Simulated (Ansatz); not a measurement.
```yaml
crystal:
  periodic: [true, true, true]
  atoms:
    - {symbol: C, position_ang: [-0.637786, 1.275813, -0.546224]}
    - {symbol: Si, position_ang: [0.441949, -0.191692, -0.355862]}
    - {symbol: N, position_ang: [0.140371, -0.936780, 1.140634]}
    - {symbol: F, position_ang: [0.159551, -1.124016, -1.634049]}
    - {symbol: H, position_ang: [-1.062507, 1.564403, -1.502517]}
    - {symbol: H, position_ang: [-0.847688, 1.955079, 0.273938]}
    - {symbol: H, position_ang: [1.895620, 0.098901, -0.404131]}
    - {symbol: H, position_ang: [0.794615, -1.591469, 1.536423]}
    - {symbol: H, position_ang: [-0.795724, -1.096540, 1.474687]}
basis:
  gaussian: {orbitals: def2-SVPD}
magnetization: {spin_polarized: true, initial_magnetization: 1}
hamiltonian: {xc: {name: B3LYP5}}
output: {forces: true}
```

```sh
$ ansatz run in.yaml --threads 4 --pin off --events-out ev --progress --plain --max-ram 10444MiB
```

Shortened log:

```
Error: YAML parse error: error: line 2 column 3: crystal: missing field `lattice` (a structure is typed as `lattice` and `atoms`, a molecule's as `atoms` in Å alone, or read from a run's directory, `checkpoint`)
 --> <input>:2:3
1 | crystal:
2 |   periodic: [true, true, true]
3 |   atoms:
4 |     - {symbol: C, position_ang: [-0.637786, 1.275813, -0.546224]}
```

Question: What is wrong with this run?

Answer: The molecule is marked periodic without a cell. The input was rejected before any iteration.

B3LYP here is the variant with VWN-RPA as its local correlation; programs differ in this.
